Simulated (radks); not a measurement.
Charge is removed step by step from the 1s down level of Al2+, starting from 1s(up 1, down 1) 2s2 2p6 3s1. Method: scalar-relativistic Kohn-Sham, LDA (Slater exchange, Perdew-Wang correlation), spin-polarised, spherical densities, point nucleus; open shells are filled with parallel spins first; computed with a radial shooting solver on a logarithmic mesh with Libxc functionals.

removed (e),E - E(0) (eV),eigenvalue (eV),E minus straight line (eV)
0,0.000,-1525.3,0.000
0.125,191.63,-1540.9,-6.301
0.25,385.20,-1556.3,-10.664
0.375,580.66,-1571.3,-13.128
0.5,777.98,-1585.8,-13.744
0.625,977.07,-1599.6,-12.585
0.75,1177.8,-1612.4,-9.763
0.875,1380.1,-1623.2,-5.454
1,1583.4,-1629.9,0.000

Removing the whole electron costs 1583.4 eV by Delta-SCF, against 1525.3 eV from minus the eigenvalue at the starting occupation. Slater's transition state (half an electron removed) gives 1585.8 eV. Integrating minus the eigenvalue over the occupation (Janak's theorem) gives 1583.5 eV. In this scalar-relativistic scheme the density is built from large components alone, so the theorem holds only approximately. The mean slope of the eigenvalue, de/dn, is 105 eV per electron.
